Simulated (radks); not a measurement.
Task: These are the eigenvalues of the occupied orbitals of an atom or ion with whole-number occupations (hartree). Calculated with a radial shooting solver on a logarithmic mesh with Libxc functionals: Dirac Kohn-Sham, LDA (Slater exchange, Perdew-Wang correlation), spin-unpolarised, spherical densities, point nucleus.

| orbital | eigenvalue |
|---|---|
| 1s1/2 | -349.9956 |
| 2s1/2 | -43.20015 |
| 2p1/2 | -38.17435 |
| 2p3/2 | -37.29925 |
| 3s1/2 | -5.42106 |
| 3p1/2 | -3.82556 |
| 3p3/2 | -3.71073 |
| 3d3/2 | -1.05038 |
| 3d5/2 | -1.03604 |
| 4s1/2 | -0.63327 |
| 4p1/2 | -0.37369 |
| 4p3/2 | -0.36731 |

Which element is it, and in what charge state? The configuration may be excited. Open shells, if any, are shared by 2j + 1.

Result: Z = 30, zinc, charge +1: Zn+ in [Ar] 3d9 4s1 4p1. The list shows which subshells hold electrons but not how many an open one holds; the 1s level, -350 hartree, gives Z - s = 26.5 by -(Z - s)^2/2, which with screening and relativity narrows Z to a few neighbours, and the depths of the outer levels then fix element, charge and occupations together.
